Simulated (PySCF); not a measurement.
All values below come from PBE0-D4/def2-TZVP run with PySCF. Gas-phase values, no solvent. One relaxed conformer stands for a flexible species; it need not be the lowest. Delta-SCF ions had no search for a lower state. 

Reference species (SMILES): `[SiH3]O` (neutral, multiplicity 1).

```
Property                                  Result
--------------------------------------  --------
S1 oscillator strength                     0.002
vertical ionisation energy (Delta-SCF)  11.25 eV
```

Changed species: `C[SiH2]O` (C–Si–O–H torsion 70°) (X = methyl; the reference has X = H).

Problem. Give the shifts of the S1 oscillator strength and vertical ionisation energy (Delta-SCF).

Solution. the S1 oscillator strength stays essentially unchanged; the vertical ionisation energy (Delta-SCF) falls by 0.58 eV, to 10.67 eV.
